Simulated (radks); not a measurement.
All-electron atom: the europium ion Eu2+ in [Kr] 4d10 4f7 5s1 5p6 6s1 (not the ground configuration).

Calculated with a radial shooting solver on a logarithmic mesh with Libxc functionals: Dirac Kohn-Sham, B86b exchange with PBE correlation, spin-unpolarised, spherical densities, finite nucleus; open shells fill j = l - 1/2 first; Fermi nuclear charge, rms radius 5.1115 fm.

Energy parts (hartree):
part                       energy
total                 -10850.1131
kinetic                11795.9957
electron-nucleus      -26581.0578
Hartree                 4178.5203
exchange-correlation    -243.5714

Orbitals (lengths in bohr, moments of r in powers of bohr; <r^-3> diverges for s and p1/2):
| orbital | occ. | eigenvalue (hartree) | <r^-3> | <r^2> | <r> | <1/r> |
|---|---|---|---|---|---|---|
| 1s1/2 | 2 | -1776.390 | - | 0.0006792 | 0.02232 | 70.22 |
| 2s1/2 | 2 | -292.1640 | - | 0.01062 | 0.09459 | 16.72 |
| 2p1/2 | 2 | -277.2311 | - | 0.007723 | 0.07906 | 16.70 |
| 2p3/2 | 4 | -253.4110 | 9388 | 0.008961 | 0.08579 | 14.82 |
| 3s1/2 | 2 | -64.83488 | - | 0.07105 | 0.2491 | 6.088 |
| 3p1/2 | 2 | -58.38133 | - | 0.06630 | 0.2388 | 6.003 |
| 3p3/2 | 4 | -53.52525 | 1976 | 0.07344 | 0.2517 | 5.528 |
| 3d3/2 | 4 | -42.35328 | 330.7 | 0.05885 | 0.2235 | 5.404 |
| 3d5/2 | 6 | -41.29660 | 295.2 | 0.06084 | 0.2275 | 5.286 |
| 4s1/2 | 2 | -13.44460 | - | 0.3621 | 0.5663 | 2.537 |
| 4p1/2 | 2 | -10.95169 | - | 0.3822 | 0.5795 | 2.430 |
| 4p3/2 | 4 | -9.88272 | 435.7 | 0.4217 | 0.6088 | 2.270 |
| 4d3/2 | 4 | -5.77847 | 61.50 | 0.4885 | 0.6487 | 2.049 |
| 4d5/2 | 6 | -5.58683 | 54.15 | 0.5043 | 0.6591 | 2.009 |
| 5s1/2 | 1 | -2.33702 | - | 2.088 | 1.363 | 0.9761 |
| 5p1/2 | 2 | -1.65332 | - | 2.617 | 1.521 | 0.8652 |
| 5p3/2 | 4 | -1.50429 | 60.17 | 2.923 | 1.607 | 0.8108 |
| 4f5/2 | 6 | -0.82019 | 7.168 | 1.101 | 0.9148 | 1.448 |
| 4f7/2 | 1 | -0.79683 | 6.910 | 1.135 | 0.9278 | 1.431 |
| 6s1/2 | 1 | -0.58740 | - | 12.69 | 3.372 | 0.3777 |

The highest occupied level is 6s1/2 at -15.984 eV. The density falls to 0.001 e/bohr^3 at r = 4.28 bohr.

Run on one thread of a shared host, so times are rough (Arm Neoverse V2): 0.15 s of CPU time, 0.15 s wall, 15 iterations on 2299 mesh points.
